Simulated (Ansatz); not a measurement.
Geometry optimisation, RKS B3LYP/def2-SVP (Ansatz).

The input (input.yaml):

```yaml
crystal:
  periodic: [false, false, false]
  atoms:
    - { symbol: B, position_ang: [0.0, 0.0, 0.0] }
    - { symbol: Cl, position_ang: [0.0, 0.0, 2.21] }
    - { symbol: H, position_ang: [1.0305, 0.0, -0.595] }
    - { symbol: O, position_ang: [-1.2211, 0.0, -0.705] }
    - { symbol: H, position_ang: [-1.7308, -0.8467, -0.4965] }
    - { symbol: P, position_ang: [-0.2764, 2.079, 0.6969] }
    - { symbol: H, position_ang: [-1.5961, 2.5082, 0.396] }
    - { symbol: H, position_ang: [-0.0678, 2.1402, 2.1001] }
    - { symbol: H, position_ang: [-0.1698, 1.2771, 1.8353] }
basis:
  gaussian: { orbitals: def2-SVP }
hamiltonian:
  xc: b3lyp
relax:
  f_tol: 0.15
  max_steps: 25
  restrain:
    - { distance: [0, 5], at: 3.11, k: 30.0 }
    - { distance: [8, 1], at: 2.57, k: 30.0 }
    - { distance: [0, 1], at: 1.86, k: 30.0 }
    - { distance: [8, 5], at: 1.42, k: 30.0 }
```

Run as:

```bash
$ ansatz run input.yaml --threads 2 --pin off --max-ram 3072MiB --backend cpu --events-out ev --progress --plain --runs-dir out
```

Problem. Where does it end, and by what steps?

Solution. The run converged. The restraints hold the end off the free minimum. After 12 steps the energy has fallen by 6.601 eV (the restraints' own energy left out); H8 moved furthest, 1.34 Å. The start is strongly strained (largest force component 9 eV/Å), so its close contacts needn't be bonds. Parted: Cl2–H9 (1.34 → 2.58 Å).

```
step  energy less start (eV)  largest force component (eV/Å)  accepted
   0                  0.0000                           8.925       yes
   1                 -1.5416                           4.570       yes
   2                 -2.1165                           4.689       yes
   3                 -2.7507                           4.576       yes
   4                 -3.5858                           3.108       yes
   5                 -4.6350                           1.978       yes
   6                 -5.4335                           1.916       yes
   7                 -6.1229                           1.356       yes
   8                 -6.4811                           0.860       yes
   9                 -6.5716                           0.856       yes
  10                 -6.5834                           0.762       yes
  11                 -6.5940                           0.723       yes
  12                 -6.6007                           0.747       yes
```

```xyz
9
Properties=species:S:1:pos:R:3
B 0.060 -0.427 -0.036
Cl -0.014 -1.171 1.638
H 1.110 -0.046 -0.459
O -1.046 -0.370 -0.787
H -1.827 -0.769 -0.375
P -0.215 2.535 0.917
H -1.635 2.548 0.766
H -0.237 3.462 2.006
H -0.227 1.396 1.771
```

The run took 22 s on 2 threads of Intel(R) Xeon(R) Platinum 8488C (Sapphire Rapids) (shared host), peak memory 0.2 GiB.
